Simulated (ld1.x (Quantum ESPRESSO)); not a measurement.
u(r) = r·R(r): atom against pseudo-atom (S)

Columns: radius, all-electron u(r) and pseudo u(r) of the 3s shell (level -17.43 eV) of sulfur in the configuration [Ne] 3s1.75 3p4.25; PBE, scalar-relativistic, ultrasoft scheme, ld1.x (Quantum ESPRESSO) 7.5.

```tsv
r (bohr)	all-electron	pseudo
0.082	0.1647	0.0894
0.165	-0.1340	0.1787
0.248	-0.3497	0.2656
0.330	-0.4077	0.3482
0.413	-0.3453	0.4273
0.495	-0.2128	0.5002
0.578	-0.0462	0.5680
0.660	0.1244	0.6285
0.742	0.2851	0.6820
0.825	0.4290	0.7288
0.908	0.5503	0.7680
0.990	0.6474	0.7994
1.072	0.7227	0.8234
1.155	0.7784	0.8404
1.238	0.8155	0.8504
1.320	0.8361	0.8536
1.402	0.8432	0.8505
1.485	0.8390	0.8411
1.568	0.8256	0.8258
1.650	0.8052	0.8052
1.733	0.7790	0.7790
1.815	0.7490	0.7490
1.898	0.7159	0.7159
1.980	0.6814	0.6814
2.062	0.6458	0.6458
2.145	0.6095	0.6095
```

Task: How many radial nodes do the two functions have?

Result: The all-electron 3s function has n − l − 1 = 2; the pseudo-wave has 0, since the states of the same l below it are removed with the core.

Task: At about which radius was the pseudo-wave matched?

Result: 1.65 bohr, where the columns begin to agree (steps of 0.08 bohr).

Task: Where does each function peak?

Result: Outermost all-electron maximum near 1.40 bohr, pseudo maximum near 1.32 bohr (to the table’s step).

Task: Is the pseudo-wave norm-conserving?

Result: No, it belongs to an ultrasoft set: the norm inside the radius is not constrained, and the difference is carried by the augmentation charge.
